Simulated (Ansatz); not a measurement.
Species: sum formula SiNH$_{2}$Br$_{2}$ (charge 0, doublet). It need not be the lowest isomer of its formula. 
Geometry from a B3LYP-D3(BJ)/def2-TZVP (Ansatz, a program for electronic structure) optimisation:
```xyz
6

Si     0.4707    -0.1682     0.6931
Br    -0.3055    -1.7799    -0.6818
Br    -0.4640     1.8486     0.3064
N      2.1381    -0.0072     0.3691
H      2.7241    -0.8115     0.2060
H      2.6532     0.8135     0.6485
```
Charge 0, spin multiplicity 2.

Basis-set convergence of Hartree-Fock and MP2 correlation energies (hartree) with Ansatz. Valence correlation only, unless marked. UHF or UKS for open shells. No spin-orbit coupling. The frozen core is the preceding noble-gas configuration, with the filled d and f shells of earlier blocks. No relativistic terms.

```csv
basis,functions,E(HF),"E(corr, MP2)"
def2-SVP,106,-5488.70772,-0.48198
def2-TZVPP,197,[?],[?]
```

Complete the blanks.


- def2-TZVPP, E(HF): -5489.51682
- def2-TZVPP, E(corr, MP2): -0.62826
